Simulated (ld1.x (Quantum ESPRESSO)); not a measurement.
## What the settings do to the ultrasoft potential of nickel

Base potential:

ld1.x (Quantum ESPRESSO) 7.5 input, shortened:

```
&input
   title='Ni', zed=28., rel=1, dft='PBESOL', iswitch=3,
   config='[Ar] 3d9 4s1 4p0 4f-2'
 /
 &inputp
   pseudotype=3, tm=.true., lloc=-1, rcloc=1.30,
   nlcc=.false.,
   which_augfun='PSQ', rmatch_augfun=0.90
 /
7
4S  1  0   1.00   0.00  2.05  2.60  0.0
4S  1  0   0.00   4.50  2.05  2.60  0.0
4P  2  1   0.00   0.00  3.40  3.65  0.0
4P  2  1   0.00   3.40  3.40  3.65  0.0
3D  3  2   9.00   0.00  1.25  1.50  0.0
3D  3  2   0.00   1.80  1.25  1.50  0.0
4F  4  3  -2.00   0.40  2.20  3.00  0.0
 &test
   configts(1)='3d9 4s1 4p0'
 /
```

Cutoffs, loose and tight: the cutoffs (Ry, on a coarse ladder) from which the occupation-weighted sum of valence levels, in a spherical-Bessel basis at the reference potential, stays within 10 and 1 mRy of its value at 400 Ry. They do not see the model core or the augmentation charge, which bear on the density cutoff. Test errors are all-electron minus pseudo excitation energies from the reference, over the configurations 3d8 4s2 4p0; 3d8 4s1 4p0; 3d8 4s0 4p0; 3d8 4s0 4p2; 3d6 4s0 4p0; 3d7 4s2 4p1; 3d8 4s1 4p1. A dash means not determined; rows that change the core or the reference have their own tests. The largest error is taken over the tests solved by every variant that gives reliable tests at all: 3d7 4s2 4p1; 3d8 4s0 4p2; 3d8 4s1 4p0; 3d8 4s1 4p1; 3d8 4s2 4p0.

Cutoffs are not given where the Bessel-basis levels miss the radial ones by over 6 mRy, ghosts where they miss by over 20 mRy; a channel whose overlap is not positive is not tested.

A file whose overlap is not positive is unfit for use, and its test errors describe a broken file.

```csv
change,outcome,"cutoff, loose","cutoff, tight",bound ghosts,largest test error (meV)
base,"generated, overlap not positive",–,–,not determined (overlap not positive),-592
local potential all-electron potential smoothed inside 1.48 bohr (lloc = -1),"generated, overlap not positive",–,–,not determined (overlap not positive),-614
local potential all-electron potential smoothed inside 1.92 bohr (lloc = -1),"generated, overlap not positive",–,–,not determined (overlap not positive),-573
local potential all-electron potential smoothed inside 2.22 bohr (lloc = -1),generated,50 Ry,80 Ry,none,-589
local potential all-electron potential smoothed inside 2.68 bohr (lloc = -1),generated,50 Ry,80 Ry,none,-610
local potential all-electron potential smoothed inside 2.98 bohr (lloc = -1),generated,50 Ry,80 Ry,none,-619
local potential all-electron potential smoothed inside 3.38 bohr (lloc = -1),generated,50 Ry,80 Ry,none,-628
local potential all-electron potential smoothed inside 3.74 bohr (lloc = -1),"generated, overlap not positive",–,–,not determined (overlap not positive),-619
local potential all-electron potential smoothed inside 4.08 bohr (lloc = -1),generated,50 Ry,80 Ry,none,-642
```

Reading the sweep of the rcloc (base included, trends over the rows without a ghost): The loose cutoff stays near 50 Ry.
